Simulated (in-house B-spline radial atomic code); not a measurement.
Response of the cadmium ion Cd²⁺ as one setting changes: the share of exact exchange in a PBE hybrid. A dash marks a strongly mixed or unbound state. Computed with a B-spline radial code for spherical atoms: linear response of the closed shell [Kr] 4d10 with the functional's adiabatic kernel; scalar-relativistic (spin-free one-electron X2C), finite nucleus, no spin-orbit coupling, no double excitations, S, P, D and F terms only; shells from n = 2 respond. Only terms of natural parity with L up to 3 were computed.

| share of exact exchange in a PBE hybrid | lowest 1P (eV) | lowest 3P, Tamm-Dancoff (eV) | minus highest occupied level (eV) | α (bohr³) |
| --- | --- | --- | --- | --- |
| 0 | 4d → 5p 16.513 | 4d → 5p 15.360 | 30.44 | 5.659 |
| 0.1 | 4d → 5p 16.827 | 4d → 5p 15.658 | 31.30 | 5.558 |
| 0.2 | 4d → 5p 17.141 | 4d → 5p 15.958 | 32.18 | 5.461 |
| 0.3 | 4d → 5p 17.456 | 4d → 5p 16.257 | 33.05 | 5.368 |
| 0.4 | ? | ? | ? | ? |
| 0.5 | 4d → 5p 18.087 | 4d → 5p 16.858 | 34.82 | 5.192 |
| 0.6 | 4d → 5p 18.403 | 4d → 5p 17.159 | 35.72 | 5.109 |
| 0.7 | ? | ? | ? | ? |
| 0.8 | 4d → 5p 19.037 | 4d → 5p 17.761 | 37.52 | 4.952 |
| 0.9 | 4d → 5p 19.354 | 4d → 5p 18.063 | 38.43 | 4.878 |
| 1 | 4d → 5p 19.672 | 4d → 5p 18.365 | 39.34 | 4.806 |

(1) What belongs in the row for 0.4?

(2) What belongs in the row for 0.7?

## Answers

(1) lowest 1P (eV): 4d → 5p 17.771; lowest 3P, Tamm-Dancoff (eV): 4d → 5p 16.557; minus highest occupied level (eV): 33.94; α (bohr³): 5.278.

(2) lowest 1P (eV): 4d → 5p 18.720; lowest 3P, Tamm-Dancoff (eV): 4d → 5p 17.460; minus highest occupied level (eV): 36.62; α (bohr³): 5.029.
